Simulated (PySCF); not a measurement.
H2NbO2, neutral, multiplicity 4. Atoms are numbered in the order given.

```xyz
5

Nb     0.0000     0.0000     0.0000
O      0.0000     0.0000    -1.8854
H      0.0000     0.0000    -2.8381
O      0.0000     0.0000     1.8854
H      0.0000     0.0000     2.8381
```
Charge 0, spin multiplicity 4.

The structure is a stationary point at PBE0-D3(BJ)/def2-TZVP. The multiplicity is an assumed one; other spin states were not compared. The def2 effective core potentials stand for the cores of Nb; spin–orbit coupling is left out. The values are those of a single conformer.

Method: PBE/def2-TZVPD (PySCF).

Mulliken values depend strongly on the basis, most of all with diffuse functions as here. ESP charges are fitted to the potential on shells at 1.4 to 2.0 van der Waals radii. Atomic charges (e):

```json
[
 {"atom": "Nb1", "Mulliken": "0.82", "ESP fit": "0.44", "Mulliken spin": "3.24"},
 {"atom": "O2", "Mulliken": "-0.63", "ESP fit": "-0.66", "Mulliken spin": "-0.13"},
 {"atom": "H3", "Mulliken": "0.22", "ESP fit": "0.44", "Mulliken spin": "0.01"},
 {"atom": "O4", "Mulliken": "-0.63", "ESP fit": "-0.66", "Mulliken spin": "-0.13"},
 {"atom": "H5", "Mulliken": "0.22", "ESP fit": "0.44", "Mulliken spin": "0.01"}
]
```
